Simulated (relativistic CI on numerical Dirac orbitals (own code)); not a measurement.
**Calculated levels, Pm2+**

Computed by Dirac-Coulomb-Breit CI, orbitals from a KLI potential per configuration, model QED, valence Slater integrals scaled by 0.7 (own radial code, finite nucleus).

Configurations in the expansion (outside the closed core [Xe]): 4f5.

The lowest level is 4f5 6H°_5/2, with 95 % of that term; Hund's rules for 4f5 give 6H° with J = 5/2, in agreement.

```csv
No.,Configuration,Term,J,E (eV),%,Next component (%),Landé g
1,4f5,6H°,5/2,0.0000,95,5 4G°,0.298
2,4f5,6H°,7/2,0.1012,97,3 4G°,0.829
3,4f5,6H°,9/2,0.2184,98,2 4G°,1.070
4,4f5,6H°,11/2,0.3461,98,1 4I°,1.200
5,4f5,6H°,13/2,0.4801,97,3 4I°,1.276
6,4f5,6F°,1/2,0.6165,96,4 4D°,-0.646
7,4f5,6H°,15/2,0.6169,94,5 4I°,1.325
8,4f5,6F°,3/2,0.6375,94,3 4D°,1.053
9,4f5,6F°,5/2,0.6835,92,5 4F°,1.299
10,4f5,6F°,7/2,0.7694,93,5 4F°,1.386
11,4f5,6F°,9/2,0.8873,96,3 4F°,1.427
12,4f5,6F°,11/2,1.0252,97,3 4G°,1.449
13,4f5,4G°,5/2,1.5322,48,34 4F°,0.788
14,4f5,4F°,3/2,1.5933,95,3 6F°,0.429
15,4f5,4M°,15/2,1.6586,76,10 2L°,0.865
16,4f5,4G°,7/2,1.7326,59,31 4F°,1.075
17,4f5,4I°,9/2,1.7484,95,4 2H°,0.737
18,4f5,4I°,11/2,1.7900,68,28 4K°,0.914
19,4f5,4M°,17/2,1.8302,87,7 4L°,0.981
20,4f5,4I°,13/2,1.8311,47,31 4K°,1.011
21,4f5,4F°,5/2,1.9342,53,39 4G°,0.856
22,4f5,4I°,15/2,1.9497,49,21 4K°,1.112
23,4f5,4M°,19/2,1.9748,91,6 4L°,1.070
24,4f5,4G°,9/2,1.9840,72,20 4F°,1.193
25,4f5,4M°,21/2,2.0905,93,7 2N°,1.135
26,4f5,4L°,13/2,2.1165,63,33 4I°,0.911
27,4f5,4K°,11/2,2.1486,69,29 4I°,0.830
28,4f5,4F°,7/2,2.1846,57,32 4G°,1.147
29,4f5,4L°,15/2,2.1957,53,18 4K°,1.035
30,4f5,4D°,5/2,2.1983,35,29 4P°,1.485
31,4f5,4G°,11/2,2.2538,81,16 4H°,1.243
32,4f5,4L°,17/2,2.2935,47,42 4K°,1.107
33,4f5,4K°,13/2,2.3070,62,14 4L°,0.952
34,4f5,4D°,1/2,2.3093,59,39 2P°,0.239
35,4f5,4D°,3/2,2.3526,38,32 6P°,1.698
36,4f5,4F°,9/2,2.3998,67,14 4G°,1.255
37,4f5,4D°,7/2,2.4773,74,17 6P°,1.460
38,4f5,4K°,17/2,2.4778,36,29 2L°,1.099
39,4f5,4K°,15/2,2.4823,56,33 4L°,1.049
40,4f5,4H°,7/2,2.4940,90,6 2G°,0.690
41,4f5,4D°,3/2,2.5342,47,39 6P°,1.691
42,4f5,4L°,19/2,2.5487,86,7 2M°,1.144
43,4f5,4H°,9/2,2.5669,73,15 4G°,1.013
44,4f5,4H°,11/2,2.5985,68,20 4G°,1.146
45,4f5,6P°,5/2,2.5998,55,29 4D°,1.621
```

Energies count from the lowest computed level; ° marks odd parity.

The mean weight of the leading LS term, summed over parents, in these 45 levels is 73 %, and that of the leading jj configuration (from the same eigenvectors) 50 %, so LS coupling describes them better.

One configuration and one scale for all Slater integrals: terms of lower spin can come out thousands of cm⁻¹ low, and their order can be wrong.

Landé's interval rule says that E(J) − E(J−1) = AJ with one A. For the ground term the intervals give A = 233.3, 210.0, 187.2, 166.3, 147.1 cm⁻¹ for J = 7/2, 9/2, 11/2, 13/2, 15/2; the multiplet is regular.

LS names give the leading component of a level, which can be under half, so a name can repeat, a term be missing and a line seem to break the LS rules.
